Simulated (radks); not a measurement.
All-electron atom: neutral osmium in [Xe] 4f14 5d6 6s1 6p1 (not the ground configuration).

Calculated with a radial shooting solver on a logarithmic mesh with Libxc functionals: scalar-relativistic Kohn-Sham, PBEsol, spin-unpolarised, spherical densities, finite nucleus; Fermi nuclear charge, rms radius 5.4126 fm.

Energy parts (eV):
| part | energy |
|---|---|
| total | -469276.57 |
| kinetic | 519868.79 |
| electron-nucleus | -1162846.93 |
| Hartree | 182765.67 |
| exchange-correlation | -9064.11 |

Orbitals (lengths in bohr, moments of r in powers of bohr; r(90%) holds 90 % of the orbital's charge):
\begin{tabular}{lrrrrr}
orbital & occ. & eigenvalue (eV) & <r> & r(90%) & <1/r> \\ \hline
1s & 2 & -73821.07 & 0.01774 & 0.0324 & 90.39 \\
2s & 2 & -12859.39 & 0.07493 & 0.116 & 21.16 \\
2p & 6 & -11202.31 & 0.06729 & 0.110 & 19.05 \\
3s & 2 & -2993.771 & 0.1940 & 0.284 & 7.842 \\
3p & 6 & -2506.976 & 0.1946 & 0.291 & 7.210 \\
3d & 10 & -1961.937 & 0.1762 & 0.273 & 6.803 \\
4s & 2 & -632.8273 & 0.4320 & 0.620 & 3.345 \\
4p & 6 & -473.0793 & 0.4595 & 0.667 & 3.033 \\
4d & 10 & -274.4985 & 0.4891 & 0.732 & 2.707 \\
5s & 2 & -93.3463 & 1.006 & 1.44 & 1.336 \\
4f & 14 & -53.8169 & 0.5566 & 0.909 & 2.241 \\
5p & 6 & -52.6713 & 1.169 & 1.70 & 1.129 \\
5d & 6 & -7.9424 & 1.784 & 2.82 & 0.7404 \\
6s & 1 & -7.3984 & 2.903 & 4.31 & 0.4375 \\
6p & 1 & -2.1173 & 4.333 & 6.70 & 0.2921 \\
\end{tabular}

The highest occupied level is 6p at -2.117 eV. The density falls to 0.001 e/bohr^3 at r = 4.84 bohr. Summed over all electrons, <r^2> = 76.90 bohr^2, which gives a Langevin (diamagnetic) susceptibility term of -60.9 x 10^-6 cm^3/mol.
